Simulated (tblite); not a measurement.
Species: C₈H₁₁F.
Atom-mapped SMILES: `[CH2:1]=[C:2]=[CH:3][C@@H:4]1[CH2:5][C@H:6]([CH3:7])[C@H:8]1[F:9]` (hydrogens: H10, H11 on C1; H12 on C3; H13 on C4; H14, H15 on C5; H16 on C6; H17, H18, H19 on C7; H20 on C8)

The geometry is computed with GFN2-xTB (gas phase).

Q: What internal coordinates does the optimisation give?

A: 
| bond | length (Å) |
| --- | --- |
| C1=C2 | 1.293 |
| C2=C3 | 1.298 |
| C3–C4 | 1.494 |
| C4–C5 | 1.545 |
| C5–C6 | 1.541 |
| C6–C7 | 1.517 |
| C6–C8 | 1.536 |
| C8–F9 | 1.373 |
| C4–C8 | 1.541 |
| C1–H10, C1–H11 | 1.078 |
| C3–H12 | 1.083 |
| C4–H13 | 1.090 |
| C5–H14 | 1.089 |
| C5–H15 | 1.087 |
| C6–H16 | 1.091 |
| C7–H17, C7–H18, C7–H19 | 1.088 |
| C8–H20 | 1.094 |

Bonds in one row agree within 0.01 Å and their mean is given. A selection of angles:
| angle | degrees |
| --- | --- |
| C1–C2–C3 | 179.1 |
| C2–C3–C4 | 123.9 |
| C3–C4–C5 | 117.1 |
| C3–C4–C8 | 116.7 |
| C5–C4–C8 | 88.5 |
| C4–C5–C6 | 89.7 |
| C5–C6–C7 | 117.6 |
| C5–C6–C8 | 88.8 |
| C7–C6–C8 | 117.1 |
| C6–C8–F9 | 115.5 |
| C4–C8–C6 | 90.1 |
| C4–C8–F9 | 115.2 |

Dihedral angles: C2–C3–C4–C5 -130° (anticlinal); C3–C4–C5–C6 -132° (anticlinal); C4–C5–C6–C7 133° (anticlinal); C5–C6–C8–F9 -131° (anticlinal); C3–C4–C8–C6 133° (anticlinal).

The 4-membered ring C4–C5–C6–C8 has internal angles of 88.5° to 90.1° (sum 357°, against 360° for a flat polygon); it is puckered, 0.09 Å rms from its mean plane, widest ring torsion 13°. The 8 C–C bonds span 1.293 Å (C1=C2, drawn double) to 1.545 Å (C4–C5, drawn single), a spread of 0.252 Å.

Point group: C1 (no symmetry element, even within 0.4 Å). Its GFN2-xTB frequencies are all real (lowest 35 cm⁻¹). The numbers are those of one conformer. 3 starts were optimised and ended at 0.00, 0.01 and 0.30 kcal/mol (GFN2-xTB); the lowest of these is shown.
